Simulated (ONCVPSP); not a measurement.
# Reading a pseudo-wave (W)

Columns: radius, all-electron u(r) and pseudo u(r) of the 5s shell (level -90.73 eV) of tungsten in the configuration [Kr] 4d10 4f14 5s2 5p6 5d4 6s0.5; PBE, scalar-relativistic, ONCV scheme, ONCVPSP 4.0.1.

```
r (bohr)  all-electron  pseudo
   0.138        0.4091  0.2497
   0.275       -0.3620  0.4801
   0.413       -0.5367  0.6791
   0.550        0.0990  0.8324
   0.688        0.7210  0.9344
   0.825        1.0597  0.9806
   0.963        1.1525  0.9741
   1.100        1.0908  0.9223
   1.238        0.9535  0.8357
   1.375        0.7939  0.7281
   1.513        0.6383  0.6099
   1.650        0.5019  0.4934
   1.788        0.3872  0.3859
   1.925        0.2954  0.2953
   2.062        0.2231  0.2231
   2.200        0.1669  0.1668
   2.338        0.1240  0.1240
   2.475        0.0918  0.0918
   2.613        0.0676  0.0676
   2.750        0.0497  0.0496
   2.888        0.0363  0.0363
   3.025        0.0265  0.0265
   3.162        0.0193  0.0193
   3.300        0.0140  0.0140
   3.438        0.0101  0.0101
   3.575        0.0073  0.0073
```

(1) How many radial nodes do the two functions have?

(2) At about which radius was the pseudo-wave matched?

(3) Is the pseudo-wave norm-conserving?

Results:

(1) The all-electron 5s function has n − l − 1 = 4 (the table is too coarse to show those close to the nucleus); the pseudo-wave has 0, since the states of the same l below it are removed with the core.

(2) 2.00 bohr, where the columns begin to agree (steps of 0.14 bohr).

(3) Yes: the ONCV scheme keeps the norm inside the radius equal to the all-electron one, which fixes the energy derivative of the logarithmic derivative at the level.
